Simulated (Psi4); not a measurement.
H4AlO4 (SMILES [OH][Al-]([OH])([OH])[OH]), charge -1, singlet, at a GFN2-xTB geometry (such geometries of metal compounds can be far from the true shape) (a gas-phase anion, which may not be bound at this level); CCSD/STO-3G (Psi4).

Here is a job for Psi4.
```
memory 2 GB

molecule {
-1 1
Al   -0.00000000   -0.00000000   -0.00000000
O     1.60013122   -0.41861514   -0.56945509
H     1.76427401   -0.41833359   -1.50225942
O     0.11470341    0.26263230    1.72563179
H     0.83851758    0.77410115    2.05963706
O    -0.51994549    1.40745130   -0.89926369
H    -1.43029173    1.66471842   -0.85289347
O    -1.19488915   -1.25146846   -0.25691301
H    -1.17249985   -2.02048599    0.29551583
}

set {
  basis sto-3g
  scf_type pk
  mp2_type conv
}

energy('ccsd')
print_variables()
```

Output, abridged:

```
   => Loading Basis Set <=

    Name: STO-3G
    Role: ORBITAL
    Keyword: BASIS

         ---------------------------------------------------------
                                   SCF
               by Justin Turney, Rob Parrish, Andy Simmonett
                          and Daniel G. A. Smith
                              RHF Reference
         ---------------------------------------------------------

  ==> Geometry <==

    Molecular point group: c1
    Full point group: C1

    Geometry (in Angstrom), charge = -1, multiplicity = 1:

       Center              X                  Y                   Z               Mass
    ------------   -----------------  -----------------  -----------------  -----------------
         AL           0.000000001578     0.000000000106    -0.000000000000    26.981538530000
         O            1.600131221578    -0.418615139894    -0.569455090000    15.994914619570
         H            1.764274011578    -0.418333589894    -1.502259420000     1.007825032230
         O            0.114703411578     0.262632300106     1.725631790000    15.994914619570
         H            0.838517581578     0.774101150106     2.059637060000     1.007825032230
         O           -0.519945488422     1.407451300106    -0.899263690000    15.994914619570
         H           -1.430291728422     1.664718420106    -0.852893470000     1.007825032230
         O           -1.194889148422    -1.251468459894    -0.256913010000    15.994914619570
         H           -1.172499848422    -2.020485989894     0.295515830000     1.007825032230

  Running in c1 symmetry.

  Rotational constants: A =      0.11867  B =      0.11867  C =      0.11080 [cm^-1]
  Rotational constants: A =   3557.72792  B =   3557.72792  C =   3321.62553 [MHz]
  Nuclear repulsion =  242.779385233892526

  Charge       = -1
  Multiplicity = 1
  Electrons    = 50
  Nalpha       = 25
  Nbeta        = 25

  ==> Algorithm <==

  SCF Algorithm Type is PK.
  DIIS enabled.
  MOM disabled.
  Fractional occupation disabled.
  Guess Type is SAD.
  Energy threshold   = 1.00e-08
  Density threshold  = 1.00e-08
  Integral threshold = 1.00e-12

  ==> Primary Basis <==

  Basis Set: STO-3G
    Blend: STO-3G
    Number of shells: 21
    Number of basis functions: 33
    Number of Cartesian functions: 33
    Spherical Harmonics?: true
    Max angular momentum: 1

  ==> Integral Setup <==

  Using in-core PK algorithm.
   Calculation information:
      Number of atoms:                   9
      Number of AO shells:              21
      Number of primitives:             63
      Number of atomic orbitals:        33
      Number of basis functions:        33

      Integral cutoff                 1.00e-12
      Number of threads:                 1

  Performing in-core PK
  Using 315282 doubles for integral storage.
  We computed 24473 shell quartets total.
  Whereas there are 26796 unique shell quartets.

  ==> DiskJK: Disk-Based J/K Matrices <==

    J tasked:                  Yes
    K tasked:                  Yes
    wK tasked:                  No
    Schwarz Cutoff:          1E-12

  Minimum eigenvalue in the overlap matrix is 3.5269144659E-01.
  Reciprocal condition number of the overlap matrix is 1.8165534659E-01.
    Using symmetric orthogonalization.

  ==> Pre-Iterations <==

  SCF Guess: Superposition of Atomic Densities via on-the-fly atomic UHF (no occupation information).

   -------------------------
    Irrep   Nso     Nmo
   -------------------------
     A         33      33
   -------------------------
    Total      33      33
   -------------------------

  ==> Iterations <==

                        Total Energy        Delta E     RMS |[F,P]|

   @RHF iter SAD:  -533.20192541858489   -5.33202e+02   0.00000e+00
   @RHF iter   1:  -536.45273930231042   -3.25081e+00   1.71065e-02 ADIIS/DIIS
   @RHF iter   2:  -536.70142934212254   -2.48690e-01   2.83711e-03 ADIIS/DIIS
   @RHF iter   3:  -536.70756684851654   -6.13751e-03   5.99909e-04 ADIIS/DIIS
[...]
  @RHF Final Energy:  -536.70796061002363
    Total Energy =                       -536.7079606100236333
[...]
    Restart         =     Yes
    DIIS            =     Yes
    AO Basis        =     NONE
    ABCD            =     NEW
    Cache Level     =     2
    Cache Type      =     LOW
    Print Level     =     1
    Num. of threads =     1
    # Amps to Print =     10
    Print MP2 Amps? =     No
    Analyze T2 Amps =     No
    Print Pair Ener =     No
    Local CC        =     No
    SCS-MP2         =     False
    SCSN-MP2        =     False
    SCS-CCSD        =     False

MP2 correlation energy -0.1436851811419342
                Solving CC Amplitude Equations
                ------------------------------
  Iter             Energy              RMS        T1Diag      D1Diag    New D1Diag    D2Diag
  ----     ---------------------    ---------   ----------  ----------  ----------   --------
     0        -0.143685181141934    0.000e+00    0.000000    0.000000    0.000000    0.091288
     1        -0.167576190389793    6.173e-02    0.004841    0.019479    0.019479    0.105812
     2        -0.179320671891264    2.115e-02    0.006373    0.027156    0.027156    0.115716
     3        -0.180527793838447    5.622e-03    0.006926    0.029964    0.029964    0.117403
     4        -0.180593893454681    1.793e-03    0.007060    0.030911    0.030911    0.117890
     5        -0.180603393997466    5.400e-04    0.007090    0.031153    0.031153    0.117945
     6        -0.180605140487897    1.767e-04    0.007101    0.031224    0.031224    0.117945
     7        -0.180603915367502    4.413e-05    0.007102    0.031231    0.031231    0.117942
     8        -0.180603803632372    1.517e-05    0.007102    0.031233    0.031233    0.117942
     9        -0.180604030546473    3.908e-06    0.007102    0.031233    0.031233    0.117942
    10        -0.180604015032255    9.605e-07    0.007102    0.031233    0.031233    0.117942
    11        -0.180604026328710    2.961e-07    0.007102    0.031232    0.031232    0.117942
    12        -0.180604020883241    8.604e-08    0.007102    0.031232    0.031232    0.117942

    Iterations converged.

    Largest TIA Amplitudes:
             18   0         0.0270375552
             17   3         0.0237879782
             19   2         0.0157401766
             20   1         0.0157401765
             13   0         0.0137529695
             17   4         0.0084491372
             20   6         0.0076963380
             19   7         0.0076963379
             19   1        -0.0059676068
             20   2         0.0059676067

    Largest TIjAb Amplitudes:
     14  14   7   7        -0.0287739619
     15  15   6   6        -0.0287739618
     15  15   1   1        -0.0238356622
     14  14   2   2        -0.0238356616
     16  16   5   5        -0.0220007927
     24  24   0   0        -0.0208088799
     14  14   5   5        -0.0206512446
     15  15   5   5        -0.0206512316
     16  16   4   4        -0.0193355171
     15  15   4   5        -0.0184632121

    SCF energy       (wfn)                    = -536.707960610023633
    Reference energy (file100)                = -536.707960610024543

    Opposite-spin MP2 correlation energy      =   -0.123321454059486
    Same-spin MP2 correlation energy          =   -0.020363727082448
    Singles MP2 correlation energy            =   -0.000000000000000
    MP2 correlation energy                    =   -0.143685181141934
      * MP2 total energy                      = -536.851645791166447

    Opposite-spin CCSD correlation energy     =   -0.160367828938915
    Same-spin CCSD correlation energy         =   -0.020236191944326
    Singles CCSD correlation energy           =    0.000000000000000
    CCSD correlation energy                   =   -0.180604020883241
      * CCSD total energy                     = -536.888564630907808

  Variable Map:
  ----------------------------------------------------------------------------
[...]
  Array Variable Map:
  ----------------------------------------------------------------------------
[...]
[...]
```
